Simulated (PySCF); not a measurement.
PySCF input (BP86/def2-SVP):

```python
from pyscf import gto, dft

mol = gto.M(
    atom='''
    C     2.80659300   -1.11498300   -0.24291200
    C     1.59203100   -0.75606300   -0.65473600
    Si    0.79899800    0.87553300   -0.24222800
    C    -0.81673600    0.61044600    0.70756500
    O    -1.67724200   -0.17452100   -0.10585600
    C    -2.91917600   -0.44980300    0.50597500
    H     3.24216000   -2.07747700   -0.49135400
    H     3.42287000   -0.45847200    0.36279000
    H     1.02469100   -1.46098700   -1.25799000
    H     1.72438300    1.66285200    0.61162800
    H     0.49641400    1.64147200   -1.47548100
    H    -0.61636900    0.10292000    1.66301600
    H    -1.28513400    1.57580200    0.95239600
    H    -3.50081700   -1.05181200   -0.19108100
    H    -3.46658400    0.47525400    0.72749200
    H    -2.78592200   -1.00844100    1.44126600
    ''',
    basis='def2-svp',
    charge=0,
    spin=0,
    verbose=4,
)

mf = dft.RKS(mol, xc='bp86').density_fit(auxbasis='def2-universal-jkfit')
mf.grids.level = 3
mf.conv_tol = 1e-9
mf.max_cycle = 100
mf.max_memory = 1500
mf.kernel()
if not mf.converged:
    mf = mf.newton()
    mf.kernel(mf.make_rdm1())
mf.dip_moment()
```

From the output:

```
[INPUT] 13 H     -1.285134000000   1.575802000000   0.952396000000 AA   -2.428551293367   2.977834206542   1.799767602131 Bohr   0.0
[INPUT] 14 H     -3.500817000000  -1.051812000000  -0.191081000000 AA   -6.615585342221  -1.987636614531  -0.361090757608 Bohr   0.0
[INPUT] 15 H     -3.466584000000   0.475254000000   0.727492000000 AA   -6.550894347799   0.898099899604   1.374760637812 Bohr   0.0
[INPUT] 16 H     -2.785922000000  -1.008441000000   1.441266000000 AA   -5.264629584401  -1.905677302783   2.723598012647 Bohr   0.0

nuclear repulsion = 288.085860236431
number of shells = 68
number of NR pGTOs = 226
number of NR cGTOs = 138
basis = def2-svp
ecp = {}

******** <class 'pyscf.df.df_jk.DFRKS'> ********
method = DFRKS
initial guess = minao
damping factor = 0
level_shift factor = 0
DIIS = <class 'pyscf.scf.diis.CDIIS'>
diis_start_cycle = 1
diis_space = 8
diis_damp = 0
SCF conv_tol = 1e-09
SCF conv_tol_grad = None
SCF max_cycles = 100
direct_scf = False
XC library pyscf.dft.libxc version 7.1.2
    S. Lehtola, C. Steigemann, M. J. T. Oliveira, and M. A. L. Marques,  SoftwareX 7, 1–5 (2018)
XC functionals = bp86
    A. D. Becke,  Phys. Rev. A 38, 3098 (1988)
    J. P. Perdew,  Phys. Rev. B 33, 8822 (1986)
    J. P. Perdew,  Phys. Rev. B 34, 7406–7406 (1986)
radial grids:
    Treutler-Ahlrichs [JCP 102, 346 (1995); DOI:10.1063/1.469408] (M4) radial grids

becke partition: Becke, JCP 88, 2547 (1988); DOI:10.1063/1.454033
pruning grids: <function nwchem_prune>
grids dens level: 3
symmetrized grids: False
atomic radii adjust function: <function treutler_atomic_radii_adjust>
small_rho_cutoff = 0
Set gradient conv threshold to 3.16228e-05
Initial guess from minao.
tot grids = 187816
init E= -523.057329482637
  HOMO = -0.32741021266222  LUMO = -0.12265139205202  gap/eV = 5.57177
cycle= 1 E= -522.754353708595  delta_E= 0.303  |g|= 0.679  |ddm|= 3.92
  HOMO = -0.0632887793096191  LUMO = 0.0194624307824238  gap/eV = 2.25178
cycle= 2 E= -522.482483807392  delta_E= 0.272  |g|= 1.31  |ddm|= 2.56
  HOMO = -0.225402717736272  LUMO = -0.035063219814683  gap/eV = 5.17940
cycle= 3 E= -522.8568226341  delta_E= -0.374  |g|= 0.185  |ddm|= 1.95
  HOMO = -0.213075869347312  LUMO = -0.0513850138917422  gap/eV = 4.39983
cycle= 4 E= -522.863542258567  delta_E= -0.00672  |g|= 0.0725  |ddm|= 0.217
  HOMO = -0.212945263638611  LUMO = -0.0462814852971998  gap/eV = 4.53515
cycle= 5 E= -522.864554464468  delta_E= -0.00101  |g|= 0.0393  |ddm|= 0.0934
  HOMO = -0.213590239476106  LUMO = -0.046020333468364  gap/eV = 4.55981
cycle= 6 E= -522.864957854975  delta_E= -0.000403  |g|= 0.0112  |ddm|= 0.0413
  HOMO = -0.213772987967607  LUMO = -0.0466490301537434  gap/eV = 4.54767
cycle= 7 E= -522.864993186188  delta_E= -3.53e-05  |g|= 0.000998  |ddm|= 0.0124
  HOMO = -0.213759680552966  LUMO = -0.0466235490841251  gap/eV = 4.54801
cycle= 8 E= -522.864993496598  delta_E= -3.1e-07  |g|= 0.000279  |ddm|= 0.00166
  HOMO = -0.213786063016047  LUMO = -0.0466126024260465  gap/eV = 4.54902
cycle= 9 E= -522.864993510667  delta_E= -1.41e-08  |g|= 0.000134  |ddm|= 0.000398
  HOMO = -0.213784160772818  LUMO = -0.0466203647760941  gap/eV = 4.54876
cycle= 10 E= -522.864993515532  delta_E= -4.86e-09  |g|= 1.56e-05  |ddm|= 0.000146
  HOMO = -0.213787543206067  LUMO = -0.0466221843778518  gap/eV = 4.54880
cycle= 11 E= -522.864993515583  delta_E= -5.18e-11  |g|= 7.73e-06  |ddm|= 2.96e-05
  HOMO = -0.213785054495393  LUMO = -0.0466206764849946  gap/eV = 4.54877
Extra cycle  E= -522.864993515564  delta_E= 1.89e-11  |g|= 1.21e-05  |ddm|= 2.44e-05
converged SCF energy = -522.864993515564
Dipole moment(X, Y, Z, Debye): -0.57098, -0.35906,  1.10364
```

The geometry given is a B3LYP-D3(BJ)/def2-TZVP minimum.
